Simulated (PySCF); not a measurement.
These are B3LYP-D3(BJ)/def2-TZVP // M06-2X/def2-TZVP in PySCF values and carry that method's errors. Isolated molecules, 0 K electronic values unless said otherwise. One relaxed conformer stands for a flexible species; it need not be the lowest. B3LYP has the VWN-RPA correlation part, as in Gaussian. Excitations are Tamm–Dancoff values on a coarser integration grid. The basis has no diffuse functions, so Rydberg states are missing or too high.

Reference species (SMILES): `[CH3][Ga]([CH3])[CH3]` (neutral, multiplicity 1).

The S1 oscillator strength is 0.000. The brightest of the four lowest singlets (TDA) is 6.69 eV.

Changed species: `[CH3][Ga]([CH3])[OH]` (C–Ga–O–H torsion 180°) (1 of 3 CH3 replaced by OH; the reference has 0 of 3 CH3 replaced by OH).

Question: Give the shifts of the S1 oscillator strength and brightest of the four lowest singlets (TDA).

Answer: the S1 oscillator strength is nearly the same; the brightest of the four lowest singlets (TDA) falls by 0.02 eV, to 6.67 eV.
